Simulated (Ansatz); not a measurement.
Geometry optimisation, RKS BHLYP-D4/def2-SVP (Ansatz 0.2.0).

input.yaml

```yaml
crystal:
  periodic: [false, false, false]
  atoms:
    - { symbol: "N", position_ang: [1.87117, 0.8678, -0.30944] }
    - { symbol: Si, position_ang: [0.20074, 0.85092, 0.04213] }
    - { symbol: "N", position_ang: [-0.23977, -0.49928, 1.06069] }
    - { symbol: Si, position_ang: [-1.37311, -1.04538, -0.12163] }
    - { symbol: F, position_ang: [-1.00016, -2.47151, -0.74347] }
    - { symbol: O, position_ang: [-0.84225, 0.17291, -1.08466] }
    - { symbol: H, position_ang: [2.2632, 1.67697, -0.75836] }
    - { symbol: H, position_ang: [2.28929, 0.02473, -0.67122] }
    - { symbol: H, position_ang: [-0.30754, 2.15059, 0.42032] }
    - { symbol: H, position_ang: [-0.07647, -0.72329, 2.02387] }
    - { symbol: H, position_ang: [-2.78509, -1.00446, 0.14176] }
basis:
  gaussian: { orbitals: def2-SVP }
hamiltonian:
  xc: { name: BHLYP }
  dispersion: d4
relax:
  f_tol: 0.015
  max_steps: 40
output:
  orbitals: {}
```

Run as:

```bash
$ ansatz run input.yaml --threads 2 --pin off --max-ram 3072MiB --backend cpu --events-out ev --progress --plain --runs-dir out
```

Where does it end, and by what steps?

The run converged. After 8 steps the energy has fallen by 0.112 eV; H9 moved furthest, 0.15 Å.

```tsv
step	energy less start (eV)	largest force component (eV/Å)	accepted
0	0.0000	0.994	yes
1	-0.0807	0.383	yes
2	-0.1021	0.128	yes
3	-0.0874	0.369	no
4	-0.1062	0.169	yes
5	-0.1109	0.084	yes
6	-0.1120	0.084	yes
7	-0.1122	0.019	yes
8	-0.1123	0.006	yes
```

```xyz
11
Properties=species:S:1:pos:R:3
N 1.831 0.864 -0.376
Si 0.186 0.841 0.020
N -0.313 -0.456 1.073
Si -1.393 -1.047 -0.122
F -1.012 -2.491 -0.715
O -0.908 0.198 -1.106
H 2.298 1.709 -0.658
H 2.338 0.037 -0.641
H -0.178 2.218 0.384
H -0.022 -0.758 1.984
H -2.827 -1.115 0.158
```

Time of the run: 41 s on 2 threads of Arm Neoverse V1 (shared host), peak memory 0.28 GiB.
